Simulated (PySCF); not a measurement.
## Dipole moment and polarisability of `[H]/N=C1\CC[C@@H]1C(F)F`

C5H7F2N.
Geometry (GFN2-xTB, Å), atoms numbered from 1 in this order:
```xyz
15
C5H7F2N angstrom
N     -1.095    1.901   -0.293
C     -0.814    0.698   -0.120
C     -1.348   -0.497    0.636
C     -0.136   -1.308    0.140
C      0.361   -0.084   -0.659
C      1.713    0.492   -0.274
F      2.725   -0.254   -0.786
F      1.889    0.481    1.069
H     -1.932    2.233    0.181
H     -2.317   -0.846    0.280
H     -1.403   -0.350    1.713
H     -0.381   -2.171   -0.474
H      0.545   -1.611    0.931
H      0.352   -0.203   -1.744
H      1.838    1.528   -0.622
```

Level: CAM-B3LYP/def2-SVPD (PySCF), static field, nuclei fixed, core orbitals frozen in the response. The polarisability tensor in these axes (au):

```
x   67.97 -3.93 -4.74
y   -3.93 71.42 -2.57
z   -4.74 -2.57 56.41
```

**Question.** What are the eigenvalues, a third of the trace, and Δα (Δα² = ½Σ(αi − αj)² over the three pairs)?

**Answer.** Principal values 53.89, 67.91 and 74.00 au; mean 65.27 au = 9.67 Å³ = 10.76 × 10⁻⁴⁰ C²·m²/J; Δα = 17.86 au (27 % of the mean).

**Question.** What is the dipole moment, and where does it point?

**Answer.** (-2.67, -1.15, 0.11) D, 2.90 D in size, pointing from the negative to the positive side. Measured along this direction, the outermost atoms are F7 and H15 at the negative end and H10 at the positive end.

**Question.** Find the Langevin capture rate constant for H3+ (3.023 u) meeting this molecule (119.055 u), k = 2.342 × 10⁻⁹ cm³/s × √(α in Å³ / reduced mass in u).

**Answer.** The reduced mass is 2.95 u, so k = 4.24 × 10⁻⁹ cm³/s. The formula leaves out the permanent dipole, which adds to the capture rate.

**Question.** What would n − 1 = 2πNα be for an ideal gas of these molecules at 400 K and 1 atm, electronic part alone?

**Answer.** N = p/kT = 1.8347 × 10¹⁹ cm⁻³, so n − 1 = 2π × N × 9.67 × 10⁻²⁴ cm³ = 1115 × 10⁻⁶ at long wavelengths.

**Question.** Molar refractivity from α?

**Answer.** Lorentz–Lorenz: R = (4π/3)N_A α = 2.5225 cm³/(mol·Å³) × 9.67 Å³ = 24.4 cm³/mol, in the limit of long wavelengths.

**Question.** Rayleigh depolarisation ratio (linearly polarised light, static tensor)?

**Answer.** ρ = 3Δα²/(45ᾱ² + 4Δα²) = 957.4/(191684 + 1276.6) = 0.00496.

**Question.** What are the principal values of the traceless quadrupole moment, Θ = ½Σq(3rr − r²1), about the centre of nuclear charge?

**Answer.** -6.32, 1.52, 4.80 D·Å. The values depend on the origin, since the dipole doesn't vanish. The electronic extent ⟨r²⟩ about the same centre is 926 bohr², a root-mean-square distance of 2.05 Å for the 62 electrons.

Isolated species at its GFN2-xTB geometry (one conformer only).
